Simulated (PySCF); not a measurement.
Input of a run (PBE0-D3(BJ)/def2-SVP geometry optimisation, gas phase (PySCF 2.14.0)), started from GFN2-xTB:
```
{"job": {"xc": "PBE0", "basis": "def2-SVP", "d3": "d3bj", "grid": 2, "kind": "geom"}, "charge": 0, "multiplicity": 1}
F      2.635370     0.115786    -1.269152
C      2.176331    -0.090276    -0.018982
F      2.671750     0.918106     0.723783
F      2.741245    -1.210727     0.422285
C      0.665702    -0.115926     0.016710
C     -0.041716     1.068268    -0.147104
C     -1.426168     0.995382    -0.122112
C     -2.027836    -0.239477     0.060577
C     -1.217106    -1.356551     0.210207
N      0.101081    -1.298338     0.188128
H      0.477049     2.003814    -0.284047
H     -2.021234     1.888081    -0.243032
H     -3.101636    -0.335167     0.086621
H     -1.633511    -2.343447     0.353952
```

Output (energies in Eh, forces in Eh/bohr):
```
step   0  E = -584.29534879  max force = 0.021122
step   1  E = -584.29696746  max force = 0.009280
step   2  E = -584.29708866  max force = 0.002045
step   3  E = -584.29715765  max force = 0.001254
step   4  E = -584.29720383  max force = 0.002287
step   5  E = -584.29731480  max force = 0.002180
step   6  E = -584.29762830  max force = 0.003911
step   7  E = -584.29709188  max force = 0.008021
step   8  E = -584.29796320  max force = 0.002893
step   9  E = -584.29801337  max force = 0.002179
step  10  E = -584.29805988  max force = 0.000426
step  11  E = -584.29806191  max force = 0.000256
optimisation converged
```

Task: Summarise the run.

Result: The energy falls by 7.1 kJ/mol over 12 energy and gradient evaluations, the largest force component goes from 0.0211 to 2.6e-04 Eh/bohr, and the atoms move by 0.424 Å rms after alignment. The bond that changes most is F1–C2 (fluorine of a CF3 group to CF3 carbon), which shortens by 0.017 Å. Bonds longer at the end by more than 0.005 Å: 8 of 14; shorter: 2. Among the angles that change most is F4–C2–C5, from 113.7° to 111.3°. Among the dihedrals that turn most is F1–C2–C5–C6, from -72° to -121°. The energy rose by more than 1e-6 Eh at step 7. The first step brought 60 % of the lowering.

Task: What are the final bond lengths?

Result: F1–C2 1.331 Å, C2–F3 1.338 Å, C2–F4 1.331 Å, C2–C5 1.514 Å, C5–C6 1.393 Å, C6–C7 1.394 Å, C7–C8 1.391 Å, C8–C9 1.397 Å, C9–N10 1.327 Å, C5–N10 1.328 Å, C6–H11 1.090 Å, C7–H12 1.093 Å, C8–H13 1.092 Å, C9–H14 1.096 Å. Numbering counts from 1 in the input's order; the species is 2-(trifluoromethyl)pyridine (`FC(F)(F)c1ccccn1`).

The run used 160 basis functions and 97 SCF cycles in all. The run took 2.6 min on an Arm Neoverse V1 with one thread, shared host, and the process peaked at 0.76 GiB of memory.

PBE0-D3(BJ)/def2-SVP frequencies: not computed here.
